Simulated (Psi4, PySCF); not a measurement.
The Psi4 input:
```
memory 2 GB

molecule {
0 2
C    -0.81571304    1.49644311    0.49606975
C    -1.12370946    1.19925143   -0.87889224
B     0.01647518    0.17386727   -0.17679816
C    -0.40761165   -1.29009994    0.31421437
C    -1.89625439   -1.64115957    0.27361715
C     1.53991635    0.43359044   -0.60280714
C     2.57255751   -0.06594262    0.41533499
H    -0.18869520    2.34297524    0.72671335
H    -1.52628180    1.23578382    1.26398046
H    -0.72690411    1.83987995   -1.65112825
H    -2.07066148    0.74139282   -1.11428056
H     0.13287451   -2.04684031   -0.26230496
H    -0.06467319   -1.42339307    1.34681979
H    -2.26508282   -1.63211672   -0.75005955
H    -2.06893838   -2.63598655    0.68182680
H    -2.48365403   -0.93469187    0.85640922
H     1.74918646   -0.07210133   -1.55179763
H     1.72785621    1.49541898   -0.78299625
H     3.58630885    0.14011116    0.07582495
H     2.42691532    0.42566764    1.37473219
H     2.47426198   -1.13793348    0.56502969
}

set {
  basis sto-3g
  reference uhf
  scf_type pk
  puream true
  d_convergence 1e-8
}

energy('scf')
print_variables()
```

### Question
Give the equivalent PySCF input.

### Answer
This is not unique; one that fits is 
```python
from pyscf import gto, scf

mol = gto.Mole()
mol.atom = '''
    C    -0.81571304    1.49644311    0.49606975
    C    -1.12370946    1.19925143   -0.87889224
    B     0.01647518    0.17386727   -0.17679816
    C    -0.40761165   -1.29009994    0.31421437
    C    -1.89625439   -1.64115957    0.27361715
    C     1.53991635    0.43359044   -0.60280714
    C     2.57255751   -0.06594262    0.41533499
    H    -0.18869520    2.34297524    0.72671335
    H    -1.52628180    1.23578382    1.26398046
    H    -0.72690411    1.83987995   -1.65112825
    H    -2.07066148    0.74139282   -1.11428056
    H     0.13287451   -2.04684031   -0.26230496
    H    -0.06467319   -1.42339307    1.34681979
    H    -2.26508282   -1.63211672   -0.75005955
    H    -2.06893838   -2.63598655    0.68182680
    H    -2.48365403   -0.93469187    0.85640922
    H     1.74918646   -0.07210133   -1.55179763
    H     1.72785621    1.49541898   -0.78299625
    H     3.58630885    0.14011116    0.07582495
    H     2.42691532    0.42566764    1.37473219
    H     2.47426198   -1.13793348    0.56502969
'''
mol.basis = 'sto-3g'
mol.spin = 1
mol.verbose = 4
mol.build()

mf = scf.UHF(mol)
mf.kernel()
```

Both were run: Psi4 gave -256.913527 Eh and PySCF -256.913527 Eh, 0.000 mEh apart.
